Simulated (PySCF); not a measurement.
# Electron correlation in Ta²⁺ (tantalum, charge +2)

[Xe] 4f14 5d3, high-spin 4F determinant. Computed with PySCF 2.14 in aug-cc-pVDZ-PP with ECP60MDF, with a scalar-relativistic core potential. Frozen: 5s2 5p6; 3 electrons correlated.

```tsv
level	correlation energy (mhartree)
CCSD	-12.45
(T)	-0.04
CCSD(T)	-12.49
```

Diagnostics: T1 = 0.0029, D1 = 0.0041, largest double amplitude 0.018.

Spin-orbit coupling, absent here, splits the open shell strongly.

Cost of the coupled-cluster step: of the order of 0.5 core-seconds, for 3 correlated electrons.

Iterations:

```
CC2 = 0
CCSD nocc = (np.int64(3), np.int64(0)), nmo = (50, 50)
frozen orbitals [[0, 1, 2, 3], [0, 1, 2, 3]]
max_cycle = 100
direct = 0
conv_tol = 1e-08
conv_tol_normt = 1e-06
diis_space = 8
diis_start_cycle = 0
Init t2, MP2 energy = -0.00961822683698927
Init E_corr(UCCSD) = -0.00961822683707724
cycle = 1  E_corr(UCCSD) = -0.0117442869185423  dE = -0.00212606008  norm(t1,t2) = 0.0155742
cycle = 2  E_corr(UCCSD) = -0.0122487418391906  dE = -0.000504454921  norm(t1,t2) = 0.00510998
cycle = 3  E_corr(UCCSD) = -0.0124634774854153  dE = -0.000214735646  norm(t1,t2) = 0.00213375
cycle = 4  E_corr(UCCSD) = -0.0124499461915515  dE = 1.35312939e-05  norm(t1,t2) = 0.000456316
cycle = 5  E_corr(UCCSD) = -0.0124516859274634  dE = -1.73973591e-06  norm(t1,t2) = 7.43569e-05
cycle = 6  E_corr(UCCSD) = -0.0124516381464496  dE = 4.77810138e-08  norm(t1,t2) = 1.22242e-05
cycle = 7  E_corr(UCCSD) = -0.0124516714205201  dE = -3.32740705e-08  norm(t1,t2) = 2.44295e-06
cycle = 8  E_corr(UCCSD) = -0.012451658507239  dE = 1.29132811e-08  norm(t1,t2) = 1.74679e-07
cycle = 9  E_corr(UCCSD) = -0.0124516601483165  dE = -1.64107744e-09  norm(t1,t2) = 3.106e-08
UCCSD converged
E(UCCSD) = -56.02017226791084  E_corr = -0.01245166014831648
UCCSD(T) correction = -3.97643646678846e-05
```
